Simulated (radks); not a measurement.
Q: Valence configurations of Cr+ (all share [Ar]). Method: scalar-relativistic Kohn-Sham, r2SCAN, spin-polarised, spherical densities, finite nucleus; open shells are filled with parallel spins first; meta-GGA in the generalised Kohn-Sham scheme; Fermi nuclear charge, rms radius 3.6452 fm; computed with a radial shooting solver on a logarithmic mesh with Libxc functionals. Order these by energy: 3d3 4s2; 3d4 4p1; 3d3 4s1 4p1; 3d2.5 4s2 4p0.5; 3d4 4s1; 3d3.5 4p1.5; 3d3 4p2; 3d4.5 4p0.5; 3d5; 3d2.5 4s1 4p1.5.

A: From the lowest, in eV above it: 3d5 0.000; 3d4 4s1 1.908; 3d4.5 4p0.5 2.953; 3d4 4p1 6.726; 3d3 4s2 8.785; 3d3.5 4p1.5 11.421; 3d3 4s1 4p1 11.753; 3d2.5 4s2 4p0.5 15.429; 3d3 4p2 17.153; 3d2.5 4s1 4p1.5 18.298. NIST lists [Ar] 3d5 as the ground configuration; this level of theory agrees among the configurations tried. The energies are those of spherical high-spin densities, not of single terms.
